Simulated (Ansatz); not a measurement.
Molecule: C3H10O2Si, charge 0, multiplicity 1. 
Structure (B3LYP-D3(BJ)/def2-TZVP (Ansatz, a first-principles code) minimum search):
```xyz
16

O      2.9185     0.4597     0.3388
C      1.6296     0.2461    -0.2356
C      0.9618    -0.8778     0.5344
C     -0.4104    -1.2720    -0.0325
Si    -1.7891    -0.0261     0.1528
O     -1.4746     1.2576    -0.8513
H      3.3356     1.2029    -0.1077
H      1.0244     1.1571    -0.1874
H      1.7183    -0.0339    -1.2936
H      1.6327    -1.7407     0.5193
H      0.8677    -0.5753     1.5809
H     -0.3235    -1.5397    -1.0912
H     -0.7612    -2.1787     0.4730
H     -1.8813     0.4335     1.5644
H     -3.0889    -0.6510    -0.2085
H     -2.1133     1.9735    -0.8865
```

Basis-set convergence of Hartree-Fock and CCSD(T) correlation energies (hartree) with Ansatz. Cores are frozen in the correlated levels unless marked. No spin-orbit coupling. No relativistic terms.

| basis | functions | E(HF) | E(corr, CCSD(T)) |
|---|---|---|---|
| aug-cc-pV(D+d)Z | 237 | -558.17068 | -1.05461 |
| aug-cc-pV(T+d)Z | 515 | (withheld) | (withheld) |

**Question.** Some entries are withheld; supply them.

**Answer.** 
- aug-cc-pV(T+d)Z, E(HF): -558.25347
- aug-cc-pV(T+d)Z, E(corr, CCSD(T)): -1.25290
